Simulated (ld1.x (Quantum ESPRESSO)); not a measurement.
## Before and after: TM potential for argon

- Element: Ar
- Generator: ld1.x (Quantum ESPRESSO) 7.5
- Type: norm-conserving Troullier–Martins (Kleinman–Bylander form)
- Functional: PBE
- Relativity: non-relativistic
- Frozen core: [Ne]
- Valence charge: 8
- Reference configuration: 3s2 3p5.5 (charge +0.5)
- Partial waves: 3s (bound): rc 1.10 bohr; 3d channel at 0.05 Ry: rc 1.45 bohr; 3p (bound): rc 1.40 bohr
- Local potential: the p channel
- Core correction: a·sin(br)/r model core inside 0.95 bohr

All-electron outer shells of the reference configuration (PBE, non-relativistic, ld1.x):

```tsv
shell	level (eV)	outermost node (bohr)	outermost maximum (bohr)
3s	-30.05	0.52	1.17
3p	-16.01	0.49	1.28
```

Change: all radii but the core radius scaled by about 1.38 (s 1.52, p 1.92, d 2.00 bohr).

Cutoffs: the cutoffs (Ry, on a coarse ladder) from which the occupation-weighted sum of valence levels, in a spherical-Bessel basis at the reference potential, stays within 10 and 1 mRy of its value at 400 Ry; they do not see the model core or the augmentation charge, which bear on the density cutoff. Errors are all-electron minus pseudo energies relative to the spin-unpolarised reference configuration.

How do hardness, ghosts and transferability respond?

The potential gets softer (70 Ry and 110 Ry → 50 Ry and 70 Ry); of the 6 tests that both files solve, the error grows in 5 and shrinks in 0 by more than 15 % and 0.3 meV (median size 8.5 → 11.6 meV); neither file shows a bound ghost. A larger radius leaves more room for a smooth pseudo-wave, so fewer plane waves are needed. More of the atom is replaced by a form fitted at one configuration, so other configurations suffer.

```tsv
quantity	base	changed
cutoff, loose	70 Ry	50 Ry
cutoff, tight	110 Ry	70 Ry
loose cutoff by channel (10 mRy a level)	s 50 Ry, p 15 Ry	s 30 Ry, p 15 Ry
bound ghosts	none	none
error for 3s2 3p6, meV [ΔE -6.56 eV]	+0.7	+1.3
error for 3s2 3p5, meV [ΔE 9.52 eV]	+1.2	+1.9
error for 3s2 3p4, meV [ΔE 38.19 eV]	+16	+21
error for 3s1 3p6, meV [ΔE 23.88 eV]	+0.7	+1.5
error for 3s2 3p2, meV [ΔE 138.40 eV]	+160	+164
error for 3s2 3p3, meV [ΔE 80.78 eV]	+61	+72
```
